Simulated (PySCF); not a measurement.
**Computed structure and properties of Tl(OH)3**

System: Tl(OH)3 (singlet); start: displaced along the imaginary mode (C3). Method: PySCF 2.14.0, RKS PBE0, Tl def2-SVP with ECP60, O def2-SVP, H def2-SVP; non-relativistic Hamiltonian with scalar-relativistic core potentials where named; density fitting; no spin-orbit coupling.

Input of the relaxation:

```python
mol = gto.M(atom='''
Tl     0.00000    -0.00000     0.02433
O      2.07927     0.01864    -0.15041
H      2.46124    -0.25001     0.73762
O     -1.05578     1.79138    -0.15041
H     -1.01411     2.25650     0.73762
O     -1.02349    -1.81002    -0.15041
H     -1.44713    -2.00649     0.73762''',
    basis={'Tl': 'def2-SVP', 'O': 'def2-SVP', 'H': 'def2-SVP'},
    ecp={'Tl': 'def2-SVP'},
    charge=0, spin=0)
mf = dft.RKS(mol, xc='PBE0')
mf.grids.atom_grid = (50, 194)
mf = mf.density_fit()  # fitting sets: Tl def2-universal-JKFIT, O def2-universal-JKFIT, H def2-universal-JKFIT
mf.conv_tol = 1e-08; mf.max_cycle = 55
mf.kernel(dm0)  # dm0: converged density of the start geometry
# quasi-Newton relaxation in Cartesian coordinates to a largest gradient under 0.00045 Eh/bohr, steps kept in the point group
```

Run from Python with OMP_NUM_THREADS=2; the lines above give its settings. Where DIIS fails, smearing, a level shift and second-order steps follow.
It took 47 s on 2 threads of Arm Neoverse V2, on a shared host, from the converged density of the start.

Course of the relaxation:

```json
{"step": "0", "energy above end (eV)": "0.4411", "largest force component within the symmetry (eV/Å)": "1.520"}
{"step": "1", "energy above end (eV)": "0.3132", "largest force component within the symmetry (eV/Å)": "0.207"}
{"step": "2", "energy above end (eV)": "0.2846", "largest force component within the symmetry (eV/Å)": "0.296"}
{"step": "3", "energy above end (eV)": "0.2650", "largest force component within the symmetry (eV/Å)": "0.618"}
{"step": "4", "energy above end (eV)": "0.2458", "largest force component within the symmetry (eV/Å)": "0.781"}
{"step": "5", "energy above end (eV)": "0.2137", "largest force component within the symmetry (eV/Å)": "0.692"}
{"step": "6", "energy above end (eV)": "0.1699", "largest force component within the symmetry (eV/Å)": "0.425"}
{"step": "7", "energy above end (eV)": "0.1298", "largest force component within the symmetry (eV/Å)": "0.199"}
{"step": "16", "energy above end (eV)": "0.0083", "largest force component within the symmetry (eV/Å)": "0.463"}
{"step": "17", "energy above end (eV)": "0.0032", "largest force component within the symmetry (eV/Å)": "0.032"}
{"step": "18", "energy above end (eV)": "0.0019", "largest force component within the symmetry (eV/Å)": "0.038"}
{"step": "19", "energy above end (eV)": "0.0007", "largest force component within the symmetry (eV/Å)": "0.135"}
{"step": "20", "energy above end (eV)": "0.0001", "largest force component within the symmetry (eV/Å)": "0.024"}
{"step": "21", "energy above end (eV)": "0.0000", "largest force component within the symmetry (eV/Å)": "0.003"}
```
(The steps between are left out.)

Relaxed geometry (C3h):

```xyz
7

Tl    0.0000    0.0000    0.2530
O     2.0467    0.3388    0.2517
H     2.4759   -0.5278    0.2593
O    -1.3168    1.6031    0.2517
H    -0.7809    2.4081    0.2593
O    -0.7299   -1.9420    0.2517
H    -1.6950   -1.8803    0.2593
```

```
    contact      Å
Tl1–O2 (OH)  2.075
Tl1–O4 (OH)  2.075
Tl1–O6 (OH)  2.075
```

On the finer grid (75, 302):

```yaml
HOMO: -8.35 eV
LUMO: -2.67 eV
Dipole_about_the_centre_of_mass: 0.04 D
Set_of_Mulliken_populations_of_Tl1_outside_the_core_potential: s 3.07, p 6.96, d 10.19
D3_BJ_dispersion_energy_not_in_the_energies: -0.084 eV
```

```csv
atom,Mulliken (e),Löwdin (e),spin (e)
Tl1,0.78,0.53,0.00
O2,-0.46,-0.26,0.00
H3,0.20,0.08,0.00
O4,-0.46,-0.26,0.00
H5,0.20,0.08,0.00
O6,-0.46,-0.26,0.00
H7,0.20,0.08,0.00
```

On the grid (50, 194), as all that follows. Harmonic modes: a minimum; lowest 68 cm⁻¹ (negative: unstable), highest 3857 cm⁻¹, zero-point energy 1.054 eV.

Taking off one OH (charge -1, singlet; the rest: singlet) in vacuum, both parts rigid, costs 11.69 eV; the small basis without counterpoise inflates it. Most of it is the attraction of opposite charges; other ways to part are cheaper, and one spin state was tried for the rest.

Rigid scan of OH along the line from its metal:

```
distance to O2 (Å)  energy (eV)
              1.77        1.316
              1.87        0.493
              1.97        0.104
              2.07        0.000
              2.17        0.077
              2.27        0.266
              2.47        0.804
              2.77        1.675
              3.17        2.630
              3.67        3.448
```

One start shape was tried, so this needn't be the lowest isomer.
